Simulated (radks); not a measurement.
Results of a calculation; reference values are marked as such.
Spherical jellium clusters: N electrons in a uniform positive sphere of charge N and radius rs N^(1/3), rs = 4.57 bohr. Level of theory: non-relativistic Kohn-Sham, LDA (Slater exchange, Perdew-Wang correlation), spin-polarised, spherical densities (a radial shooting solver with Libxc functionals). Levels are named by radial order and angular momentum (1s, 1p, 1d, 2s, ...), and open shells are averaged over m.

N = 37, configuration 1s2 1p6 1d10 2s2 1f14 2p(up 3, down 0). This is the lowest configuration that the search found. Occupied and some empty levels:

level    occupation  eigenvalue (eV)  <r> (bohr)
1s up             1          -4.5698       9.009
1s down           1          -4.4066       9.794
1p up             3          -4.1368       10.70
1p down           3          -4.0436       11.03
1d up             5          -3.5936       11.76
1d down           5          -3.5342       11.88
2s up             1          -3.3401       9.221
2s down           1          -3.0964       8.794
1f up             7          -2.9479       12.55
1f down           7          -2.9019       12.58
2p up             3          -2.5232       10.24
2p down           0          -2.2966       10.44
1g up             0          -2.2081       13.23
1g down           0          -2.1658       13.22
2d up             0          -1.6434       11.71
2d down           0          -1.4874       12.12
3s up             0          -1.4712       11.47
3s down           0          -1.3349       11.61

Energy (eV): total -70.8960, kinetic 50.563, external -2917.8, Hartree 1451.2, exchange-correlation -122.67, background 1467.8.

Electron density:

r (bohr)  n(r) (e/bohr^3)
0.479            0.002439
2.29             0.002584
4.09             0.002654
5.90             0.002462
7.70             0.002357
9.51             0.002655
11.3             0.002894
13.1             0.002273
14.9             0.001051
16.7            0.0002957
18.5           0.00006247
20.3           0.00001155
22.1            1.970e-06
24.0            3.270e-07
